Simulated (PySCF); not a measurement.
**Spin-orbit coupling and the second ionisation energy along the 5p block**

Two-component X2C-1e calculated with PySCF 2.14: MP2 on generalised Hartree-Fock spinors (GMP2), with spin-orbit coupling off and on (screened by Boettger's factors); no Breit or QED terms. Values in eV; the references (NIST) lie between the lowest levels. Elements whose determinants are no pure J levels are left out.

```json
{"element": "In (x2c-TZVPall-2c, [Ar] 3d10 frozen)", "configurations": "[Kr] 4d10 5s2 → [Kr] 4d10 5s1", "spin-free": "18.769", "with spin-orbit": "18.772", "shift": "0.003", "reference": "18.870"}
{"element": "Sn (x2c-TZVPall-2c, [Ar] 3d10 frozen)", "configurations": "[Kr] 4d10 5s2 5p1 → [Kr] 4d10 5s2", "spin-free": "14.043", "with spin-orbit": "14.412", "shift": "0.368", "reference": "14.633"}
{"element": "I (x2c-TZVPall-2c, [Ar] 3d10 frozen)", "configurations": "[Kr] 4d10 5s2 5p4 → [Kr] 4d10 5s2 5p3", "spin-free": "18.442", "with spin-orbit": "18.762", "shift": "0.320", "reference": "19.131"}
{"element": "Xe (x2c-TZVPall-2c, [Ar] 3d10 frozen)", "configurations": "[Kr] 4d10 5s2 5p5 → [Kr] 4d10 5s2 5p4", "spin-free": "20.900", "with spin-orbit": "20.654", "shift": "-0.245", "reference": "20.975 (s)"}
```

The largest shift is at Sn, 0.368 eV, where spin-orbit coupling lowers the species with more electrons by more than the one with fewer (starting occupations 5p1/2^1 and closed).

What remains against the references is mostly the basis and correlation beyond MP2. References marked (s) are semi-empirical, (t) theoretical.
